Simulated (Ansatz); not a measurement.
Reaction (ligand exchange at the Si–C bond): `FC([SiH3])(Cl)Br` + `[OH][Mg][F]` → `[F][Mg][O][SiH3]` + `FC(Cl)Br`

Calculated with Ansatz (gas phase, PBE0-D4/def2-TZVP geometries, no zero-point term in ΔE). CCSD(T)/CBS is the MP2 limit (def2-TZVPP, def2-QZVPP) plus CCSD(T) − MP2 in def2-TZVPP, frozen cores. DFT in def2-TZVPP. For Br, Mg outer-core shells are correlated without core-valence functions, which leaves a few kJ/mol of doubt a bond. Scalar relativity is left out up to krypton. One conformer a species, not always the lowest.

| level | ΔE (kcal/mol) | difference from CCSD(T)/CBS |
| --- | --- | --- |
| PBE-D4 | -28.3 | 3.7 |
| PBE0-D4 | -30.6 | 1.4 |
| ωB97X-V | -31.9 | 0.1 |
| r2SCAN | -31.8 | 0.2 |
| PBE0 | -31.7 | 0.3 |
| HF/def2-TZVPP | -39.9 | -7.9 |
| SCS-MP2/def2-TZVPP | -33.9 | -1.9 |
| HF/def2-QZVPP | -40.5 | -8.5 |
| HF/CBS(def2) | -40.6 | -8.6 |
| CCSD/CBS(def2) | -33.1 | -1.1 |
| CCSD(T)/CBS | -32.0 | 0 |

Largest T1 diagnostic among the species: 0.012.

From PBE to PBE0 (25 % exact exchange), in def2-TZVPP and without D4, ΔE moves by −2.1 kcal/mol. The D4 term adds +2.1 kcal/mol with B3LYP and +1.1 kcal/mol with PBE0; it sums over pairs of atoms, weighted by their polarisabilities, and B3LYP, whose exchange is more repulsive, gets the larger term.

B3LYP here is the variant with VWN-RPA as its local correlation; programs differ in this.
